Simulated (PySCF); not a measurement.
CH₃Cl₃SSi, SMILES CS[Si](Cl)(Cl)Cl.

Coordinates come from a B3LYP-D3(BJ)/def2-SVP optimisation. The structure was generated by enumeration, and PubChem lists no compound with its InChIKey, so it may never have been made. Other conformers were not sampled.

Two levels are set side by side: PBE/def2-TZVP (PySCF) and PBE0/def2-TZVP (PySCF). Same geometry, gas phase. Differences are taken from unrounded values.

```csv
quantity,PBE
orbital gap (eV),4.72
highest occupied level (eV),-6.40
lowest empty level (eV),-1.68
dipole moment (D),2.01
mean polarisability (bohr³),92.3
```

Q: These are the PBE values. What does PBE0 give? (The exact figures need the calculation; the answer reports its results.)

A: 
```tsv
quantity	PBE0	PBE minus PBE0
orbital gap (eV)	6.92	-2.20
highest occupied level (eV)	-7.65	1.25
lowest empty level (eV)	-0.72	-0.95
dipole moment (D)	2.09	-0.07
mean polarisability (bohr³)	89.3	3.0
```

Without exact exchange PBE keeps part of each electron's self-repulsion, which lifts occupied levels and narrows the gap. PBE's more diffuse valence density responds more strongly to a field. Differences between two approximate levels are no errors against the true value.

Rough cost on one machine, each run with all the roots and properties that it gave: PBE0 against PBE within a factor of 2.
